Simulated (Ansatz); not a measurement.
The same hydrogenolysis along the group O, S, Se.

Calculated with Ansatz (gas phase, PBE0-D4/def2-TZVP geometries, no zero-point term in ΔE). CCSD(T)/CBS is the MP2 limit (def2-TZVPP, def2-QZVPP) plus CCSD(T) − MP2 in def2-TZVPP, frozen cores. This one scheme is used for every species. Functionals use def2-TZVPP. For Se outer-core shells are correlated without core-valence functions, which leaves a few kJ/mol of doubt a bond. Scalar relativity is left out up to krypton. Each species was taken in one conformer, which may not be the lowest.

```json
{"reaction": "`CO[Si](F)(F)F` + H₂ → `O[Si](F)(F)F` + CH₄", "CCSD(T)/CBS(def2) (kcal/mol)": "-29.7"}
{"reaction": "`CS[Si](F)(F)F` + H₂ → `F[Si](F)(F)S` + CH₄", "CCSD(T)/CBS(def2) (kcal/mol)": "-18.7"}
{"reaction": "`C[Se][Si](F)(F)F` + H₂ → `F[Si](F)(F)[SeH]` + CH₄", "CCSD(T)/CBS(def2) (kcal/mol)": "?"}
```

(1) Fill in the missing values. (Estimate.)

Largest T1 diagnostic: 0.012, for `F[Si](F)(F)S`.

## Answers

(1) Ansatz gave: `C[Se][Si](F)(F)F` + H₂ → `F[Si](F)(F)[SeH]` + CH₄: -16.9 kcal/mol.
